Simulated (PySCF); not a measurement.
HSSi, SMILES [Si]=[SH+] (connectivity only; charge and spin as stated), charge +1, multiplicity 1. Heavy atoms are numbered as in [Si:1]=[SH+:2]. Hydrogens are named by the atom that carries them.

Geometry: PBE0-D3(BJ)/def2-TZVP. The isomer is the one that the SMILES or the coordinates give; other isomers of the formula were not compared.

Computed with M06-2X/def2-TZVPD (PySCF).

Mulliken values depend strongly on the basis, most of all with diffuse functions as here. Atomic charges (e), one atom of each kind:

```tsv
atom	Mulliken	IAO
Si1	0.80	0.88
S2 (SH)	-0.08	-0.04
H on S2	0.29	0.16
```
